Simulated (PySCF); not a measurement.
Isomers of C3H8F3NSi2, mass 171.015 u with the commonest isotopes. Method: PBE0/pcSseg-1 in PySCF (dipole) on a GFN2-xTB geometry, gas phase. One conformer each, none proved a minimum here; rigid rotors.

**Question.** Order these by radius of gyration √(Σ m r²/M), largest first.
A. `[CH3:1][Si@@:2]([NH2:3])([SiH3:4])[C:5]([F:6])=[C:7]([F:8])[F:9]` with C1–Si2–N3–H 178° and -39°, C1–Si2–C5–F6 126°
B. `[F:1][C:2]([F:3])=[C:4]([F:5])[CH2:6][SiH2:7][NH:8][SiH3:9]` with C2–C4–C6–Si7 -100°, C4–C6–Si7–N8 -62°, C6–Si7–N8–Si9 -176°
C. `[F:1][C:2]([F:3])([F:4])[C@@H:5]1[CH2:6][SiH2:7][NH:8][SiH2:9]1` with C2–C5–C6–Si7 -160°, C5–C6–Si7–N8 27°, C6–Si7–N8–Si9 -7°, Si7–N8–Si9–C5 -10°

**Answer.** B (2.632 Å), A (2.281 Å), C (2.183 Å).

**Question.** Order these by out-of-plane moment Σ m c² = (Ia + Ib − Ic)/2, largest first.
A. `[F:1][C:2]([F:3])=[C:4]([F:5])[CH2:6][SiH2:7][NH:8][SiH3:9]` with C2–C4–C6–Si7 -100°, C4–C6–Si7–N8 -62°, C6–Si7–N8–Si9 -176°
B. `[CH3:1][Si@@:2]([NH2:3])([SiH3:4])[C:5]([F:6])=[C:7]([F:8])[F:9]` with C1–Si2–N3–H 178° and -39°, C1–Si2–C5–F6 126°
C. `[F:1][C:2]([F:3])([F:4])[C@@H:5]1[CH2:6][SiH2:7][NH:8][SiH2:9]1` with C2–C5–C6–Si7 -160°, C5–C6–Si7–N8 27°, C6–Si7–N8–Si9 -7°, Si7–N8–Si9–C5 -10°

**Answer.** B (141.73 u·Å²), A (67.29 u·Å²), C (53.50 u·Å²).

**Question.** Order these by rotational constant A, largest first.
A. `[CH3:1][Si@@:2]([NH2:3])([SiH3:4])[C:5]([F:6])=[C:7]([F:8])[F:9]` with C1–Si2–N3–H 178° and -39°, C1–Si2–C5–F6 126°
B. `[F:1][C:2]([F:3])([F:4])[C@@H:5]1[CH2:6][SiH2:7][NH:8][SiH2:9]1` with C2–C5–C6–Si7 -160°, C5–C6–Si7–N8 27°, C6–Si7–N8–Si9 -7°, Si7–N8–Si9–C5 -10°
C. `[F:1][C:2]([F:3])=[C:4]([F:5])[CH2:6][SiH2:7][NH:8][SiH3:9]` with C2–C4–C6–Si7 -100°, C4–C6–Si7–N8 -62°, C6–Si7–N8–Si9 -176°

**Answer.** C (2209 MHz), B (2115 MHz), A (1384 MHz).

```json
{"SMILES": "FC(F)=C(F)C[SiH2]N[SiH3]", "point group": "C1", "Ia (u·Å²)": "228.78", "Ib (u·Å²)": "1023.17", "Ic (u·Å²)": "1117.36", "κ": "-0.95", "μa (D)": "1.01", "μb (D)": "0.74", "μc (D)": "0.79"}
{"SMILES": "FC(F)(F)[C@@H]1C[SiH2]N[SiH2]1", "point group": "C1", "Ia (u·Å²)": "238.93", "Ib (u·Å²)": "629.37", "Ic (u·Å²)": "761.30", "κ": "-0.81", "μa (D)": "2.92", "μb (D)": "0.15", "μc (D)": "0.41"}
{"SMILES": "C[Si@@](N)([SiH3])C(F)=C(F)F", "point group": "C1", "Ia (u·Å²)": "365.09", "Ib (u·Å²)": "666.74", "Ic (u·Å²)": "748.37", "κ": "-0.77", "μa (D)": "1.60", "μb (D)": "0.87", "μc (D)": "0.71"}
```
